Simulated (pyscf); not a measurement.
# `[Cl][AlH][Cl]`, singlet

Gas-phase minimum from PySCF at ωB97X-D3(BJ)/def2-SVP, one conformer. 

SMILES: [Cl][AlH][Cl]
```xyz
4

Cl     1.6324     1.9329    -0.6417
Al     0.2292     0.4166    -0.3430
Cl    -0.1627    -0.1700     1.6215
H     -0.5022    -0.2565    -1.5489
```

Bonded distances (Å): Cl1–Al2 2.087, Al2–Cl3 2.087, Al2–H4 1.563. Bond angles (°): Cl1–Al2–Cl3 117.7, Cl1–Al2–H4 121.1, Cl3–Al2–H4 121.2.

Properties at ωB97X-D3(BJ)/def2-SVP:

- Harmonic wavenumbers, unscaled: 167, 472, 500, 608, 695, 2054 cm⁻¹
- Zero-point energy: 6.4 kcal/mol
- Rotational symmetry number: 2
- Entropy of this conformer at 298 K and 1 atm, rigid rotor and harmonic oscillator, modes under 100 cm⁻¹ raised to 100: 287.6 J/(mol K)
- Dipole moment: 1.16 D

Single-point totals, which compare only within one level (frozen core for MP2 and CC):

```
level                   total energy (hartree)
----------------------  ----------------------
ωB97X-D3(BJ)/def2-TZVP             -1163.63921
PBE/def2-TZVP                      -1163.08284
r²SCAN/def2-TZVP                   -1163.51467
B3LYP-D3(BJ)/def2-TZVP             -1163.66053
PBE0-D3(BJ)/def2-TZVP              -1163.18546
M06-2X/def2-TZVP                   -1163.55187
ωB97M-D3(BJ)/def2-TZVP             -1163.74425
HF/def2-TZVPP                      -1161.68033
MP2/def2-TZVPP                     -1162.12921
CCSD/def2-TZVPP                    -1162.16933
CCSD(T)/def2-TZVPP                 -1162.18892
```

The CCSD(T) − MP2 part came from Ansatz, without density fitting, on the same reference.
